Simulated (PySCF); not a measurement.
Predicted microwave data (PBE0/pcSseg-1 in PySCF (dipole) on a GFN2-xTB geometry, gas phase) for one isomer of C6H10O2Si:

- Rotational constants: A = 2347, B = 959.3, C = 809.2 MHz
- Dipole components: |μa| = 3.18 D, |μb| = 0.99 D, |μc| = 0.00 D
- Inertial defect: -117.65 u·Å²
- κ: -0.80

Question: Which structure is it? (One computed conformer of each.)
A. `[CH3:1][CH2:2][O:3][SiH2:4][CH2:5][C:6]#[C:7][CH:8]=[O:9]` with C1–C2–O3–Si4 -160°, C2–O3–Si4–C5 60°, O3–Si4–C5–C6 -62°
B. `[CH3:1]/[CH:2]=[C:3]1\[CH2:4][O:5][CH2:6][C:7](=[O:8])[SiH2:9]1` with C2–C3–C4–O5 -178°, C3–C4–O5–C6 -74°, C4–O5–C6–C7 74°, O5–C6–C7–O8 179°
C. `[O:1]=[CH:2][CH2:3][SiH2:4][O:5][C@:6]12[CH2:7][C@H:8]1[CH2:9]2` with O1–C2–C3–Si4 -92°, C2–C3–Si4–O5 -65°, C3–Si4–O5–C6 -177°, Si4–O5–C6–C7 114°
D. `[CH3:1]/[C:2]([CH2:3][O:4][CH:5]=[O:6])=[C:7]1\[CH2:8][SiH2:9]1` with C1–C2–C3–O4 -81°, C2–C3–O4–C5 -85°, C3–O4–C5–O6 -2°
E. `[CH3:1][CH2:2][C:3]1=[CH:4][O:5][SiH2:6][CH:7]=[CH:8][O:9]1` with C1–C2–C3–C4 -99°

Answer: B. It is C/C=C1\COCC(=O)[SiH2]1, an asymmetric top, point group C1. The candidates at the same level (rigid rotor, commonest isotopes):

| SMILES | A (MHz) | B (MHz) | C (MHz) | μa (D) | μb (D) | μc (D) | Δ (u·Å²) | point group | rotor |
| --- | --- | --- | --- | --- | --- | --- | --- | --- | --- |
| CCO[SiH2]CC#CC=O | 1568 | 818.8 | 575.0 | 1.79 | 2.40 | 0.41 | -60.64 | C1 | asymmetric top |
| CCC1=CO[SiH2]C=CO1 | 2548 | 981.8 | 788.6 | 0.51 | 0.64 | 0.53 | -72.28 | C1 | asymmetric top |
| C/C=C1\COCC(=O)[SiH2]1 | 2347 | 959.3 | 809.2 | 3.18 | 0.99 | 0.00 | -117.65 | C1 | asymmetric top |
| C/C(COC=O)=C1\C[SiH2]1 | 1749 | 1163 | 771.5 | 0.39 | 1.52 | 0.08 | -68.52 | C1 | asymmetric top |
| O=CC[SiH2]O[C@]12C[C@H]1C2 | 3508 | 648.0 | 628.5 | 2.17 | 2.32 | 0.48 | -119.92 | C1 | near-prolate asymmetric top |

`CCO[SiH2]CC#CC=O` has A 33 % too low; `C/C(COC=O)=C1\C[SiH2]1` has A 25 % too low; `O=CC[SiH2]O[C@]12C[C@H]1C2` has A 49 % too high; `CCC1=CO[SiH2]C=CO1` has A 9 % too high. No structure here is proved a minimum.
